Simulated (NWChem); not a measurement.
System: GeH2, singlet; SMILES [GeH2]

Output (shortened):

```
             Northwest Computational Chemistry Package (NWChem) 7.3.0
             --------------------------------------------------------

                             Geometry "geometry" -> ""
                             -------------------------

 Output coordinates in angstroms (scale by  1.889725989 to convert to a.u.)

  No.       Tag          Charge          X              Y              Z
 ---- ---------------- ---------- -------------- -------------- --------------
    1 Ge                  32.0000     0.00000000     0.00000000     0.03496400
    2 H                    1.0000     0.00000000    -1.13316300    -1.08555200
    3 H                    1.0000     0.00000000     1.13316300    -1.08555200

 Effective nuclear repulsion energy (a.u.)      21.4853700169

  pbe96 is a nonlocal functional; adding pw91lda local functional.
                              NWChem Property Module
                              ----------------------

                                 NWChem DFT Module
                                 -----------------

 Summary of "ao basis" -> "ao basis" (spherical)
 ------------------------------------------------------------------------------
       Tag                 Description            Shells   Functions and Types
 ---------------- ------------------------------  ------  ---------------------
 Ge                          6-31g*                 12       32   5s4p3d
 H                           6-31g*                  2        2   2s

            General Information
            -------------------
          SCF calculation type: DFT
          Wavefunction type:  closed shell.
          No. of atoms     :     3
          No. of electrons :    34
           Alpha electrons :    17
            Beta electrons :    17
          Charge           :     0
          Spin multiplicity:     1
          Use of symmetry is: off; symmetry adaption is: off
          Maximum number of iterations: 150
          AO basis - number of functions:    36
                     number of shells:    16
          Convergence on energy requested:  1.00D-06
          Convergence on density requested:  1.00D-05
          Convergence on gradient requested:  5.00D-04

              XC Information
              --------------
          PerdewBurkeErnzerhof Exchange Functional  1.000
            Perdew 1991 LDA Correlation Functional  1.000 local
           PerdewBurkeErnz. Correlation Functional  1.000 non-local

             Grid Information
             ----------------
          Grid used for XC integration:  medium
          Radial quadrature: Mura-Knowles
          Angular quadrature: Lebedev.
          Tag              B.-S. Rad. Rad. Pts. Rad. Cut. Ang. Pts.
          ---              ---------- --------- --------- ---------
          Ge                  1.25      112           7.0       590
          H                   0.35       45           7.0       434
          Grid pruning is: on
          Number of quadrature shells:   202
          Spatial weights used:  Erf1

      Superposition of Atomic Density Guess
      -------------------------------------

 Sum of atomic energies:       -2076.01790155

      Non-variational initial energy
      ------------------------------

 Total energy =   -2075.985973
 1-e energy   =   -2937.484279
 2-e energy   =     840.012936
 HOMO         =      -0.236581
 LUMO         =      -0.087324

   convergence    iter        energy       DeltaE   RMS-Dens  Diis-err
 ---------------- ----- ----------------- --------- --------- ---------
 d= 0,ls=0.0,diis     1  -2077.5180488558 -2.10D+03  1.69D-02  1.16D-01
 d= 0,ls=0.0,diis     2  -2077.5324834484 -1.44D-02  5.88D-03  5.25D-02
 d= 0,ls=0.0,diis     3  -2077.5370155445 -4.53D-03  1.31D-03  2.32D-03
 d= 0,ls=0.0,diis     4  -2077.5372179232 -2.02D-04  4.69D-04  1.97D-04
 d= 0,ls=0.0,diis     5  -2077.5372476084 -2.97D-05  6.51D-05  3.99D-06
 d= 0,ls=0.0,diis     6  -2077.5372481373 -5.29D-07  1.29D-05  9.08D-08
 d= 0,ls=0.0,diis     7  -2077.5372481607 -2.34D-08  7.87D-07  3.67D-10

         Total DFT energy =    -2077.537248160679
      One electron energy =    -2937.037354155345
           Coulomb energy =      917.357776227032
    Exchange-Corr. energy =      -79.343040249297
 Nuclear repulsion energy =       21.485370016932

 Numeric. integr. density =       33.999987972391

                       DFT Final Molecular Orbital Analysis
                       ------------------------------------

 Vector   15  Occ=2.000000D+00  E=-4.735161D-01
              MO Center= -1.3D-09,  3.7D-09, -4.1D-01, r^2= 1.6D+00
   Bfn.  Coefficient  Atom+Function         Bfn.  Coefficient  Atom+Function
  ----- ------------  ---------------      ----- ------------  ---------------
    10      0.762008  1 Ge s                  6     -0.341252  1 Ge s
    13      0.145195  1 Ge pz                33     -0.141770  2 H  s
    35     -0.141770  3 H  s                 14     -0.107420  1 Ge s
     2      0.100619  1 Ge s                 34     -0.077706  2 H  s
    36     -0.077706  3 H  s                  9     -0.059205  1 Ge pz

 Vector   16  Occ=2.000000D+00  E=-2.779878D-01
              MO Center=  1.1D-09, -1.1D-08, -6.7D-01, r^2= 2.2D+00
   Bfn.  Coefficient  Atom+Function         Bfn.  Coefficient  Atom+Function
  ----- ------------  ---------------      ----- ------------  ---------------
    12      0.465830  1 Ge py                34     -0.258023  2 H  s
    36      0.258023  3 H  s                 33     -0.229948  2 H  s
    35      0.229948  3 H  s                  8     -0.189079  1 Ge py
    16      0.094373  1 Ge py                19      0.071783  1 Ge d -1
    29     -0.071835  1 Ge d -1               4      0.057068  1 Ge py

 Vector   17  Occ=2.000000D+00  E=-2.141146D-01
              MO Center=  3.6D-09,  2.7D-09,  1.0D-01, r^2= 2.5D+00
   Bfn.  Coefficient  Atom+Function         Bfn.  Coefficient  Atom+Function
  ----- ------------  ---------------      ----- ------------  ---------------
    13     -0.506298  1 Ge pz                10      0.476330  1 Ge s
    34      0.205303  2 H  s                 36      0.205303  3 H  s
     9      0.201278  1 Ge pz                17     -0.189234  1 Ge pz
    14     -0.180744  1 Ge s                  6     -0.172936  1 Ge s
    33      0.158582  2 H  s                 35      0.158582  3 H  s

 Vector   18  Occ=0.000000D+00  E=-1.433893D-01
              MO Center=  4.0D-09, -2.3D-09,  8.2D-03, r^2= 2.6D+00
   Bfn.  Coefficient  Atom+Function         Bfn.  Coefficient  Atom+Function
  ----- ------------  ---------------      ----- ------------  ---------------
    11      0.725529  1 Ge px                15      0.389823  1 Ge px
     7     -0.262309  1 Ge px                 3      0.078497  1 Ge px
    31      0.025065  1 Ge d  1

 Vector   19  Occ=0.000000D+00  E= 2.020269D-02
              MO Center=  1.5D-09, -1.1D-08,  9.9D-02, r^2= 4.1D+00
   Bfn.  Coefficient  Atom+Function         Bfn.  Coefficient  Atom+Function
  ----- ------------  ---------------      ----- ------------  ---------------
    16      0.875251  1 Ge py                34      0.761777  2 H  s
    36     -0.761777  3 H  s                 12      0.538595  1 Ge py
     8     -0.160576  1 Ge py                33      0.159734  2 H  s
    35     -0.159734  3 H  s                 19     -0.094611  1 Ge d -1
    29      0.077596  1 Ge d -1               4      0.047469  1 Ge py

 Vector   20  Occ=0.000000D+00  E= 6.159800D-02
              MO Center= -4.3D-09,  3.0D-08,  6.5D-02, r^2= 4.2D+00
   Bfn.  Coefficient  Atom+Function         Bfn.  Coefficient  Atom+Function
  ----- ------------  ---------------      ----- ------------  ---------------
    10      1.393561  1 Ge s                 14      0.781242  1 Ge s
    34      0.552187  2 H  s                 36      0.552187  3 H  s
    13      0.471348  1 Ge pz                17      0.436312  1 Ge pz
     6     -0.198250  1 Ge s                  9     -0.127215  1 Ge pz
    33      0.112088  2 H  s                 35      0.112088  3 H  s

     Multipole analysis of the density
     ---------------------------------

     L   x y z        total         alpha         beta         nuclear
     -   - - -        -----         -----         ----         -------
     0   0 0 0     -0.000000    -17.000000    -17.000000     34.000000

     1   1 0 0     -0.000000     -0.000000     -0.000000      0.000000
     1   0 1 0      0.000000      0.000000      0.000000      0.000000
     1   0 0 1     -0.091124      0.948676      0.948676     -1.988476

     2   2 0 0    -12.036300     -6.018150     -6.018150      0.000000
     2   1 1 0     -0.000000     -0.000000     -0.000000      0.000000
     2   1 0 1     -0.000000     -0.000000     -0.000000      0.000000
     2   0 2 0    -14.958130    -12.064520    -12.064520      9.170910
     2   0 1 1      0.000000      0.000000      0.000000      0.000000
     2   0 0 2    -16.216273    -12.386210    -12.386210      8.556148

 *** CALLING NEW AORESP DRIVER FOR CLOSED AND OPEN SHELLS ***
 Entering AOResponse driver routine

--------------------------------------------------------------------------------

          -----------------------------------------------
          Solving response equations for perturbing field
          -----------------------------------------------

[...]

 DFT Linear Response polarizability / au
 Frequency  =       0.0000000 / au
              X              Y              Z
 -----------------------------------------------
 X      19.3966871     -0.0000000      0.0000000
 Y      -0.0000000     31.0175930     -0.0000001
 Z       0.0000000     -0.0000001     30.5781809
 -----------------------------------------------
 Eigenvalues =      19.3966871     31.0175930     30.5781809
 Isotropic   =      26.9974870
 Anisotropic =      11.4075488
 -----------------------------------------------

 Magnetic Dipole Response Matrix (nonzero elements):

 Exiting AOResponse driver routine
```

Level: PBE/6-31G* (spherical d). Low-valent species are run as closed-shell singlets; no triplet was tried in these runs. Structure relaxed at the PBE0-D3(BJ)/def2-TZVP level.

Problem. Write an input that gives this output.

Solution. Several could match; the one computed here: the input that was run:
```
start job
memory heap 200 mb stack 900 mb global 1100 mb
geometry units angstroms noautosym nocenter noautoz
  Ge     0.000000     0.000000     0.034964
  H      0.000000    -1.133163    -1.085552
  H      0.000000     1.133163    -1.085552
end
basis spherical
  Ge library 6-31g*
  H library 6-31g*
end
dft
  xc xpbe96 cpbe96
  iterations 150
end
property
  response 1 0.0
end
task dft property
```
